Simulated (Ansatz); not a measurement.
Basis-set extrapolation for CH6AlClSi (`C[SiH]([AlH2])Cl`) (PBE0-D4/def2-TZVP geometry, frozen core, the Gaussian-basis code of Ansatz). Multiplicity 1, RHF reference.

```csv
,def2-TZVPP,def2-QZVPP
HF,-1031.802810,-1031.833543
MP2 correlation,-0.568660,-0.615182
CCSD(T) correlation,-0.654080,not run
```

Energies in hartree. Use E(X) = E(∞) + A·exp(−7.88·√X) for Hartree–Fock and E(X) = E(∞) + B·X^(−2.97) for correlation, with X = 3 and 4, and add CCSD(T) minus MP2 of the smaller set to the MP2 limit.

Question: What is the CCSD(T) energy at the basis-set limit?

Answer: HF limit: -1031.833543 + (-0.030733) × 0.13774 = -1031.83778. MP2 limit: -0.615182 + (-0.046522) × 0.74074 = -0.64964. Higher-order term: -0.654080 − (-0.568660) = -0.08542. Total: -1032.57284 hartree, 3.16 eV below CCSD(T)/def2-TZVPP.
